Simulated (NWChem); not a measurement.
System meant: C₂F₄O; SMILES FC1(F)OC1(F)F

NWChem input:

```
start job
memory heap 200 mb stack 900 mb global 1100 mb
geometry units angstroms noautoz
  F     -1.091296     1.443664    -0.260329
  C      0.000000     0.725582    -0.006519
  F      1.091296     1.443664    -0.260329
  O      0.000000     0.000000     1.197755
  C      0.000000    -0.725582    -0.006519
  F      1.091296    -1.443664    -0.260329
  F     -1.091296    -1.443664    -0.260329
end
basis spherical
  F library def2-svp
  C library def2-svp
  O library def2-svp
end
dft
  odft
  mult 2
  xc xpbe96 cpbe96
  iterations 150
  mulliken
end
task dft energy
```

End of the output:

```
 ==============================================================================
                                 internuclear angles
 ------------------------------------------------------------------------------
        center 1       |       center 2       |       center 3       |  degrees
 ------------------------------------------------------------------------------
    1 F                |   2 C                |   3 F                |   110.18
    1 F                |   2 C                |   4 O                |   116.22
    1 F                |   2 C                |   5 C                |   122.66
    3 F                |   2 C                |   4 O                |   116.22
    3 F                |   2 C                |   5 C                |   122.66
    2 C                |   4 O                |   5 C                |    62.14
    2 C                |   4 O                |   5 C                |    62.14
    5 C                |   4 O                |   2 C                |    62.14
    2 C                |   5 C                |   6 F                |   122.66
    2 C                |   5 C                |   7 F                |   122.66
    4 O                |   5 C                |   6 F                |   116.22
    4 O                |   5 C                |   7 F                |   116.22
    6 F                |   5 C                |   7 F                |   110.18
 ------------------------------------------------------------------------------
                            number of included internuclear angles:         13
 ==============================================================================

 Summary of "ao basis" -> "" (spherical)
 ------------------------------------------------------------------------------
       Tag                 Description            Shells   Functions and Types
 ---------------- ------------------------------  ------  ---------------------
 F                          def2-svp                 6       14   3s2p1d
 C                          def2-svp                 6       14   3s2p1d
 O                          def2-svp                 6       14   3s2p1d

  pbe96 is a nonlocal functional; adding pw91lda local functional.

                                 NWChem DFT Module
                                 -----------------

 Summary of "ao basis" -> "ao basis" (spherical)
 ------------------------------------------------------------------------------
       Tag                 Description            Shells   Functions and Types
 ---------------- ------------------------------  ------  ---------------------
 F                          def2-svp                 6       14   3s2p1d
 C                          def2-svp                 6       14   3s2p1d
 O                          def2-svp                 6       14   3s2p1d

      Symmetry analysis of basis
      --------------------------

        a1         31
        a2         19
        b1         21
        b2         27

  number of electrons :                   56
  multiplicity        :                    2
 ------------------------------------------------------------------------
  no. of electrons and multiplicity not compatible                  56
 ------------------------------------------------------------------------
 ------------------------------------------------------------------------
  current input line :
    24: task dft energy
 ------------------------------------------------------------------------
 ------------------------------------------------------------------------
 There is an error in the input file
 ------------------------------------------------------------------------
 For more information see the NWChem manual at https://nwchemgit.github.io

0: no. of electrons and multiplicity not compatible:Received an Error in Communication
```

Task: Find the fault in this run and fix the input.

Result: The program refused the input. Cause: the multiplicity doesn't fit the number of electrons (an even count wants an odd multiplicity, and the reverse). This input runs:
```
start job
memory heap 200 mb stack 900 mb global 1100 mb
geometry units angstroms noautoz
  F     -1.091296     1.443664    -0.260329
  C      0.000000     0.725582    -0.006519
  F      1.091296     1.443664    -0.260329
  O      0.000000     0.000000     1.197755
  C      0.000000    -0.725582    -0.006519
  F      1.091296    -1.443664    -0.260329
  F     -1.091296    -1.443664    -0.260329
end
basis spherical
  * library def2-svp
end
dft
  xc xpbe96 cpbe96
  iterations 150
  mulliken
end
task dft energy
```
It converges to -549.81770 Ha (PBE/def2-SVP).
